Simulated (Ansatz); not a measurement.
Consider the ligand exchange at the Al–N bond: `CC(C)[NH][AlH][F]` + CH₃NH₂ → `C[NH][AlH][F]` + `CC(C)N`.

Calculated with Ansatz (gas phase, PBE0-D4/def2-TZVP geometries, no zero-point term in ΔE). CBS: MP2 limit from def2 TZ/QZ plus the TZ coupled-cluster correction, frozen cores. DFT in def2-TZVPP. B3LYP here is the variant with VWN-RPA as its local correlation; programs differ in this. Each species was taken in one conformer, which may not be the lowest.

```tsv
level	ΔE (kcal/mol)
ωB97M-V	-0.1
B2PLYP	-0.2
B3LYP	-0.4
MP2/def2-QZVPP	0.0
```

Task: What does CCSD(T)/CBS give? (Best estimate.)

Result: The calculation gave: 0.0 kcal/mol. The listed levels differ from it by -0.1, -0.2, -0.4, 0.0 kcal/mol.

Largest T1 diagnostic among the species: 0.012.
